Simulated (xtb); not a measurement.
xtb input:

```bash
xtb mol.xyz --gfn 2 --ohess tight --chrg 1 --uhf 0
```
mol.xyz:
```
13

C      1.90911096    -0.66099073     0.03900307
O      0.82585914     0.27495530     0.39319276
B     -0.60645557     0.16291003    -0.02171952
N     -1.00971372    -1.02562866    -0.59673541
N     -1.30387730     1.39840746     0.19671661
H      1.72210202    -1.01224335    -1.01399836
H      2.78912371    -0.14292949     0.10464676
H      1.81801277    -1.52307971     0.70450295
H      1.04145447     0.81016917     1.18238728
H     -0.55862959    -1.94469322    -0.39357437
H     -1.91358379    -1.12553565    -1.00780791
H     -2.28876173     1.41217070     0.14724895
H     -0.84287952     2.30830609     0.28660555
```

Question: Predict the final energy.

Answer: -16.99946 Eh (GFN2-xTB).

It need not be the lowest isomer of its formula.
